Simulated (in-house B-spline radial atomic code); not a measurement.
Orbital energies and mean radii along the 17-electron series, configuration [Ne] 3s2 3p5. The effective charge is n√(-2ε), a non-relativistic measure. Computed with a radial B-spline atomic code at the basis-set limit: non-relativistic Hartree-Fock, average of the configuration, point nuclei.

| ion | Z | energy of 3s (Eh) | mean radius of 3s (bohr) | energy of 2s (Eh) | mean radius of 2s (bohr) | energy of 1s (Eh) | mean radius of 1s (bohr) | energy of 2p (Eh) | mean radius of 2p (bohr) | effective charge of 3s |
| --- | --- | --- | --- | --- | --- | --- | --- | --- | --- | --- |
| Cl | 17 | -1.0729 | 1.5556 | -10.607 | 0.44171 | -104.88 | 0.091295 | -8.0722 | 0.40571 | 4.3946 |
| Ar+ | 18 | -1.7112 | 1.3815 | -12.836 | 0.41209 | -119.13 | 0.086101 | -10.083 | 0.37561 | 5.5499 |
| K2+ | 19 | -2.4776 | 1.2435 | -15.34 | 0.38612 | -134.4 | 0.081463 | -12.369 | 0.34964 | 6.6781 |
| Ca3+ | 20 | -3.3659 | 1.1317 | -18.111 | 0.36319 | -150.69 | 0.077297 | -14.919 | 0.327 | 7.7837 |
| Sc4+ | 21 | -4.3725 | 1.0392 | -21.143 | 0.34279 | -167.98 | 0.073533 | -17.731 | 0.30709 | 8.8716 |
| Ti5+ | 22 | -5.4955 | 0.9613 | -24.435 | 0.32453 | -186.29 | 0.070118 | -20.8 | 0.28945 | 9.9458 |
| V6+ | 23 | -6.7336 | 0.89466 | -27.983 | 0.3081 | -205.59 | 0.067004 | -24.126 | 0.27371 | 11.009 |
| Cr7+ | 24 | -8.0859 | 0.83697 | -31.787 | 0.29323 | -225.91 | 0.064154 | -27.706 | 0.25959 | 12.064 |
| Mn8+ | 25 | -9.5517 | 0.78648 | -35.845 | 0.27971 | -247.22 | 0.061535 | -31.541 | 0.24684 | 13.112 |
| Fe9+ | 26 | -11.131 | 0.7419 | -40.156 | 0.26737 | -269.54 | 0.059121 | -35.628 | 0.23528 | 14.155 |
| Co10+ | 27 | -12.822 | 0.70222 | -44.721 | 0.25607 | -292.87 | 0.056889 | -39.968 | 0.22475 | 15.192 |
| Ni11+ | 28 | -14.627 | 0.66667 | -49.538 | 0.24567 | -317.19 | 0.054818 | -44.56 | 0.21512 | 16.226 |

How does the screening of 3s change?

Z less the effective charge goes from 12.61 at Z = 17 to 11.77 at Z = 28.
